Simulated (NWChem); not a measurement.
Molecule: BSiH3Cl2; SMILES [SiH3]B(Cl)Cl

```xyz
7

B     -0.0135    -0.0902     0.0056
Cl     1.5341    -0.9096    -0.0046
Cl    -1.4661    -1.0631    -0.0043
Si    -0.0676     1.9350     0.0052
H     -1.4587     2.4597     0.1492
H      0.5091     2.4293    -1.2850
H      0.7781     2.4595     1.1222
```
Atoms are numbered in this order, from 1.

Computed with NWChem. Pople sets run with spherical d functions. Structure relaxed at the PBE0/def2-SVP level. GIAO values for the isolated, static molecule; σ is the absolute isotropic shielding, δ = σ(reference) − σ with the isolated reference molecule computed at the same levels (11B: boron trifluoride, 1H: tetramethylsilane, 29Si: tetramethylsilane).

```json
[
 {"level": "Hartree-Fock/6-31G*", "δ B1 (ppm)": "70.5", "σ Cl2 (ppm)": "723.9", "σ Cl3 (ppm)": "715.4", "δ Si4 (ppm)": "-64.7", "δ H5 (rotor mean) (ppm)": "3.83"},
 {"level": "PBE0/pcSseg-1", "δ B1 (ppm)": "66.4", "σ Cl2 (ppm)": "550.3", "σ Cl3 (ppm)": "536.6", "δ Si4 (ppm)": "-96.3", "δ H5 (rotor mean) (ppm)": "3.75"},
 {"level": "LDA (Slater exchange, VWN5)/pcSseg-1", "δ B1 (ppm)": "69.6", "σ Cl2 (ppm)": "463.8", "σ Cl3 (ppm)": "447.5", "δ Si4 (ppm)": "-109.1", "δ H5 (rotor mean) (ppm)": "3.92"}
]
```
